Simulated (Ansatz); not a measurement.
`[SiH3]/C=[CH]\[GaH2]` + `[CH3][AlH][OH]` → `[CH3][AlH][O][SiH3]` + `C=[CH][GaH2]` at 500 K and 1 bar (ligand exchange at the Si–C bond).

Calculated with Ansatz (gas phase, PBE0-D4/def2-TZVP geometries, no zero-point term in ΔE). CCSD(T)/CBS is the MP2 limit (def2-TZVPP, def2-QZVPP) plus CCSD(T) − MP2 in def2-TZVPP, frozen cores. For Ga outer-core shells are correlated without core-valence functions, which leaves a few kJ/mol of doubt a bond. Scalar relativity is left out up to krypton. Each species was taken in one conformer, which may not be the lowest.

```tsv
species	CCSD(T)/CBS energy (Eh)	H − E (kJ/mol)	S (J/(mol·K))
`[SiH3]/C=[CH]\[GaH2]`	-2293.28490	232.1	406.9
`[CH3][AlH][OH]`	-358.31021	183.4	355.5
`[CH3][AlH][O][SiH3]`	-648.63113	239.5	464.4
`C=[CH][GaH2]`	-2003.00582	178.3	344.1
```

H − E and S are ideal-gas, rigid-rotor, harmonic terms from PBE0-D4/def2-TZVP, for one conformer and one mirror image of each species. 1 Eh = 2625.50 kJ/mol, R = 8.31446 J/(mol·K).

By hand: ΔE, ΔH, ΔS and ΔG.

ΔE = (-648.63113) + (-2003.00582) − (-2293.28490) − (-358.31021) = -0.04184 Eh = -109.9 kJ/mol. Δ(H − E) = 239.5 + 178.3 − 232.1 − 183.4 = 2.3, so ΔH = -107.6 kJ/mol. ΔS = 464.4 + 344.1 − 406.9 − 355.5 = 46.1 J/(mol·K). ΔG = -107.6 − 500 × (46.1)/1000 = -130.7 kJ/mol.

By hand: the equilibrium constant, and the temperature at which ΔG would vanish if ΔH and ΔS stayed fixed.

log₁₀ K = −ΔG/(RT ln 10) = 13.7. ΔH and −TΔS have one sign here, so there is no such temperature.

ΔH outweighs TΔS. A doubt of 5 kJ/mol in ΔE shifts log₁₀ K by 0.5 here. Other conformers and mirror images would add mixing entropy, several J/(mol·K) or more a flexible species. Modes under 60 cm⁻¹, often nearly free rotors, make the harmonic entropy too high. These are equilibria of isolated gas molecules and say nothing of rates. Largest T1 diagnostic: 0.013 (customary marks: 0.02 for closed shells, 0.045 for open ones).
